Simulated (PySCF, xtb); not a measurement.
C2H14Si4, SMILES C([SiH2][SiH2]C[SiH3])[SiH3]. One conformer was computed; it need not be the lowest.

Harmonic wavenumbers (cm⁻¹) from GFN2-xTB run with xtb at its own minimum, in rising order: 6, 34, 52, 66, 110, 111, 131, 175, 197, 346, 427, 449, 488, 492, 511, 520, 551, 567, 618, 664, 690, 708, 720, 746, 781, 789, 793, 797, 798, 801, 809, 817, 827, 833, 1023, 1027, 1135, 1141, 1460, 1463, 2130, 2153, 2167, 2177, 2228, 2230, 2246, 2252, 2257, 2259, 2959, 2964, 2971, 2976.

Q: What does PBE0-D3(BJ)/def2-SVP in PySCF 2.14.0 give at its own minimum? (Estimate from the structure and the level; the computed values follow.)

A: 31, 34, 48, 69, 125, 130, 145, 171, 218, 346, 432, 447, 483, 527, 556, 561, 606, 649, 687, 709, 757, 765, 780, 805, 833, 850, 919, 923, 936, 938, 944, 946, 949, 950, 1018, 1028, 1072, 1076, 1373, 1374, 2197, 2202, 2203, 2212, 2222, 2226, 2229, 2229, 2230, 2232, 3069, 3069, 3136, 3138. Paired by order, the mean absolute difference is 56 cm⁻¹ and the zero-point energies are 83.8 and 86.9 kcal/mol.
